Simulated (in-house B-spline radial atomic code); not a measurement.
# BLYP excitations of Cs+

Method: BLYP. Computed with an all-electron radial atomic-structure program (B-spline basis): linear response of the closed shell [Kr] 4d10 5s2 5p6 with the functional's adiabatic kernel; scalar-relativistic (spin-free one-electron X2C), finite nucleus, no spin-orbit coupling, no double excitations, S, P, D and F terms only; shells from n = 3 respond. Only terms of natural parity with L up to 3 were computed.

Spin-orbit coupling is strong here, so these LS terms don't match observed levels.

Command:
```bash
python run_td.py task.json out
```
Settings (radii: box in bohr, nucleus in fm):
```
Z                        55
electrons                54
configuration            [Kr] 4d10 5s2 5p6
hamiltonian              x2c
method                   b88,lyp
box_radius               41.61
rms_radius               4.8041
intervals                74
```

Run time, properties included: 4.6 s on 1 thread of Arm Neoverse N1 (shared host).

The lowest states, in the order of their Tamm-Dancoff energies; the method's threshold (minus the highest occupied level) is 18.470 eV. Labels give the largest channel, * marks a mixed state, and oscillator strengths are full-response dipole values. Semilocal kernels can invert the small singlet-triplet splittings of Rydberg terms. Energies in eV:

| state | full response | Tamm-Dancoff | oscillator strength |
| --- | --- | --- | --- |
| 5p → 6s 3P | 12.541 | 12.549 | - |
| 5p → 6s 1P | 12.797 | 12.808 | 0.388 |
| 5p → 5d 3P | ? | ? | - |
| 5p → 5d 3F | 13.422 | 13.468 | - |
| 5p → 5d 1F | 14.153 | 14.162 | - |
| 5p → 6p 3S | 14.742 | 14.748 | - |
| 5p → 6p 3D | 14.794 | 14.798 | - |
| 5p → 6p 1D | 14.868 | 14.872 | - |
| 5p → 6p 1S | 15.457 | 15.513 | - |
| 5p → 5d 1P | ? | ? | ? |

Where does 5p → 5d 1P lie?

At 15.703 eV in full response, 15.864 eV in Tamm-Dancoff, oscillator strength 1.96.

Where does 5p → 5d 3P lie?

At 13.375 eV in full response, 13.409 eV in Tamm-Dancoff.

How large is the singlet-triplet splitting of 5p → 6s (P terms) in Tamm-Dancoff?

0.26 eV, from the unrounded values.

What polarisabilities and dispersion coefficient does the method give?

Dipole 16.46 bohr³, quadrupole 94.5 bohr⁵, C6 143.6 hartree·bohr⁶ for two such species.
